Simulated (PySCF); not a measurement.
C₆ coefficients of unlike pairs at r2SCAN0

Calculated with PySCF 2.14 from the dipole response of each species, C₆(A,B) = (3/π) ∫ α_A(iu) α_B(iu) du, in atomic units, from isotropic polarisabilities. For ions this is the dispersion term alone; charge-induced terms of lower order in 1/R come first.

| species | configuration | basis | relativity | α (bohr³) | C₆ (like pair) |
| --- | --- | --- | --- | --- | --- |
| Co²⁺ | [Ar] 3d7 (4F) | dyall-av2z (16s12p7d2f) | none | 3.206 | 9.003 |
| B | [He] 2s2 2p1 (2P) | def2-TZVPPD (6s3p3d1f) | none | 21.79 | 108.3 |
| Pd³⁺ | [Kr] 4d7 (4F) | def2-QZVPPD with the def2 core potential (28 electrons) (7s5p4d4f2g) | core potential | 4.234 | 19.24 |

(1) Estimate C₆ for B with Co²⁺.

No spin-orbit coupling is included.

The other pairs:

```json
{"pair": "Pd³⁺, B", "C₆": "35.40"}
{"pair": "Pd³⁺, Co²⁺", "C₆": "13.12"}
```

## Answers

(1) The integral gives 25.17. The combination rule 2 C_A C_B / (C_A α_B/α_A + C_B α_A/α_B) gives 25.27 and the geometric mean 31.22.
